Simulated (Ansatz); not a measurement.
Molecule: C$_{2}$H$_{6}$AlCl, net charge 0, singlet state. 
Geometry from a B3LYP-D3(BJ)/def2-TZVP (Ansatz, a quantum-chemistry and plane-wave program) optimisation:
```xyz
10

Al     0.2202    -0.2585     0.2229
C      2.0277    -0.6194    -0.4011
H      2.5509    -1.3453     0.2246
H      2.6195     0.3003    -0.4194
H      2.0150    -0.9999    -1.4262
C     -0.6472    -1.0029     1.7977
H     -1.5248    -1.5899     1.5115
H     -1.0079    -0.2071     2.4552
H      0.0160    -1.6488     2.3766
Cl    -0.9302     1.0932    -0.9411
```

Quantity: atomisation energy (electronic, to ground-state atoms), in eV. Cores are frozen in the correlated levels unless marked. UHF or UKS for open shells. Spin-orbit coupling is left out. Non-relativistic. The coupled-cluster limit lacks core correlation, which all-electron functionals hold. Basis-set limits of correlation are two-point, X^-3; Hartree-Fock from the larger set. [CCSD(T)-MP2]/basis is that difference in the basis named.

| level | program | atomisation energy (eV) |
|---|---|---|
| HF/cc-pV(D+d)Z | Ansatz | 28.22 |
| revPBE/def2-TZVPD | Ansatz | 36.26 |
| PBE0/6-31G* | Ansatz | 36.95 |
| PBE0/def2-QZVPP | Ansatz | 37.15 |

Question: Estimate the value at RI-MP2/CBS(aug-cc-pV(T+d)Z,aug-cc-pV(Q+d)Z)+[CCSD(T)-MP2]/aug-cc-pV(T+d)Z as computed with Ansatz.

Answer: 37.34 eV
